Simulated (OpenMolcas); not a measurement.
**4d² along the 38-electron sequence**

```yaml
Program: OpenMolcas 26.06
Method: SS-RASPT2, IPEA 0.25 Eh, imaginary shift 0.1 Eh
Basis: ANO-RCC-VQZP
Scalar_Hamiltonian: DKH2, point nucleus
Spin-orbit_coupling: RASSI with atomic mean-field integrals over the reference wave functions, term energies averaged over their components
```

Active space for each ion: 8 electrons in 8 orbitals (RAS1 4p, at most 2 holes; RAS2 4d); closed shells correlated by CASPT2: 4s.

Computed levels in cm-1 above ³F₂:

```json
{"Level": "³F₃", "Zr2+": "776", "Nb3+": "1160", "Mo4+": "1597", "Tc5+": "2110", "Ru6+": "2750", "Rh7+": "3500"}
{"Level": "³F₄", "Zr2+": "1679", "Nb3+": "2480", "Mo4+": "3390", "Tc5+": "4440", "Ru6+": "5720", "Rh7+": "7180"}
{"Level": "¹D₂", "Zr2+": "6170", "Nb3+": "7950", "Mo4+": "10150", "Tc5+": "11770", "Ru6+": "13550", "Rh7+": "15260"}
{"Level": "³P₀", "Zr2+": "8260", "Nb3+": "10090", "Mo4+": "11670", "Tc5+": "13010", "Ru6+": "14530", "Rh7+": "15990"}
{"Level": "³P₁", "Zr2+": "8570", "Nb3+": "10550", "Mo4+": "12330", "Tc5+": "13900", "Ru6+": "15730", "Rh7+": "17560"}
{"Level": "³P₂", "Zr2+": "9180", "Nb3+": "11510", "Mo4+": "13820", "Tc5+": "16000", "Ru6+": "18600", "Rh7+": "21310"}
{"Level": "¹G₄", "Zr2+": "10860", "Nb3+": "13890", "Mo4+": "16560", "Tc5+": "18870", "Ru6+": "21610", "Rh7+": "24150"}
{"Level": "¹S₀", "Zr2+": "22870", "Nb3+": "31280", "Mo4+": "37560", "Tc5+": "43080", "Ru6+": "48550", "Rh7+": "53860"}
{"Level": "weight of ³F in the lowest level (%)", "Zr2+": "99", "Nb3+": "98", "Mo4+": "98", "Tc5+": "98", "Ru6+": "97", "Rh7+": "97"}
```

Mixed levels, with the weight of the term that names them: Ru6+ ¹D₂ (72 %), Ru6+ ³P₂ (74 %), Rh7+ ¹D₂ (67 %), Rh7+ ³P₂ (70 %).

Measured, with the error of the calculation in %. Measured levels: Zr2+ from Moore, Atomic Energy Levels, vol. II, NSRDS-NBS 35 (1971 reprint of NBS Circular 467, 1952); NIST levels as listed in Rynkun, Gaigalas and Jonsson, Astron. Astrophys. 637, A10 (2020); Mo4+ from Sugar and Musgrove, J. Phys. Chem. Ref. Data 17, 155 (1988).

| Level | Zr2+ | Mo4+ |
| --- | --- | --- |
| ³F₃ | 681 (+14.0) | 1578 (+1.2) |
| ³F₄ | 1486 (+13.0) | 3357 (+1.1) |
| ¹D₂ | 5742 (+7.5) | 10190 (-0.4) |
| ³P₀ | 8062 (+2.4) | 11161 (+4.6) |
| ³P₁ | 8326 (+2.9) | 11807 (+4.4) |
| ³P₂ | 8838 (+3.9) | 13408 (+3.1) |
| ¹G₄ | 11049 (-1.7) | 16354 (+1.2) |
| ¹S₀ | 23979 (-4.6) | 37738 (-0.5) |

The fine-structure level ³F₄ changes by a factor of 4.28 from Zr2+ to Rh7+. Its fourth root runs 6.40, 7.06, 7.63, 8.16, 8.70, 9.21, with steps per unit of Z of 0.66, 0.57, 0.53, 0.53, 0.51; equal steps would mean a (Z - σ)^4 law with constant σ.

¹D₂ changes by a factor of 2.47 over the same range, with steps per unit of Z of +1780, +2200, +1620, +1780, +1710 cm-1.

CASPT2 breaks the degeneracy within a term, and the mean is taken; among the terms shown or strongly mixed into the levels shown the widest spread is 520 cm-1 (4d² ¹G, Ru6+). Active for correlation alone: 4p; no level in the range computed is led by a configuration that opens it, so any true level of that kind is missing. Measured partners are found by configuration, term and J. A level has none where our copy of the source lacks it or the pairing is in doubt (some pairs that miss far off the trend of their configuration count as doubtful), and it then counts in no deviation. Only configurations of the active space appear.
